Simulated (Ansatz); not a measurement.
Basis sets compared for SiH2Me(OMe) (C₂H₈OSi). The state is a singlet with charge 0. Geometry r2SCAN-D4/def2-SVP. Ansatz on 4 threads of Arm Neoverse V1 on a shared host; times are rough, and most runs start from earlier orbitals.

```xyz
12

Si    0.371    0.189   -0.590
H     1.504    1.132   -0.312
H     0.925   -0.980   -1.351
C    -0.982    1.032   -1.550
H    -0.608    1.402   -2.518
H    -1.382    1.890   -0.987
H    -1.812    0.336   -1.746
O    -0.300   -0.335    0.847
C     0.427   -1.022    1.838
H     0.848   -1.973    1.459
H    -0.252   -1.259    2.673
H     1.261   -0.413    2.238
```

Binding counts from free atoms (Si triplet, H doublet, C triplet, O triplet) in the same basis, without a counterpoise term.

```tsv
level	functions	energy (Eh)	HOMO (eV)	LUMO (eV)	binding per atom (eV)	wall time
PBE-D4/def2-SVP	100	-445.2144	-6.22	0.37	3.82	0.8 s
PBE0-D4/def2-SVP	100	-445.2654	-7.81	1.27	3.78	0.85 s
```

(1) Estimate the rows for PBE-D4/def2-TZVP, PBE0-D4/def2-TZVP.

Results:

(1) 
| level | functions | energy (Eh) | HOMO (eV) | LUMO (eV) | binding per atom (eV) | wall time |
| --- | --- | --- | --- | --- | --- | --- |
| PBE-D4/def2-TZVP | 178 | -445.5033 | -6.42 | -0.15 | 3.81 | 1.2 s |
| PBE0-D4/def2-TZVP | 178 | -445.5498 | -7.94 | 0.71 | 3.77 | 1.7 s |
